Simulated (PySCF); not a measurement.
Calculation: B3LYP-D3(BJ)/def2-TZVP // PBE-D3(BJ)/def2-SVP in PySCF 2.14.0. Gas-phase values, no solvent. B3LYP has the VWN-RPA correlation part, as in Gaussian. 

Reference species: [Ta(Cl)5] (neutral, multiplicity 1).

```json
{
  "coordination_number": "5",
  "HOMO": "-8.92 eV",
  "HOMO–LUMO gap": "4.91 eV",
  "LUMO": "-4.02 eV"
}
```

Changed species: [Ta(Cl)3(F)2] (2 of 5 Cl replaced by F; the reference has 0 of 5 Cl replaced by F).

### Question
What does the change do to the coordination number, HOMO, HOMO–LUMO gap and LUMO?

### Answer
the coordination number stays essentially unchanged; the HOMO drops by 0.34 eV, to -9.26 eV; the HOMO–LUMO gap increases by 0.53 eV, to 5.44 eV; the LUMO rises by 0.20 eV, to -3.82 eV.
